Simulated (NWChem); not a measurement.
# diboron tetrafluoride (B₂F₄); SMILES FB(F)B(F)F

```xyz
6

F     -0.7934     0.7934     1.5528
B      0.0000     0.0000     0.8612
F      0.7934    -0.7934     1.5528
B      0.0000     0.0000    -0.8612
F      0.7934     0.7934    -1.5528
F     -0.7934    -0.7934    -1.5528
```
Atoms are numbered in this order, from 1.

All runs: NWChem. Pople sets run with spherical d functions. Geometry: optimised at PBE0/def2-SVP. B3LYP is NWChem's, with the RPA form of VWN correlation.

Order these by “highest occupied level (eV)”, lowest first: B3LYP/def2-SVPD; B3LYP/3-21G; B3LYP/STO-3G.

B3LYP/def2-SVPD (-9.97), B3LYP/3-21G (-9.31), B3LYP/STO-3G (-4.39)
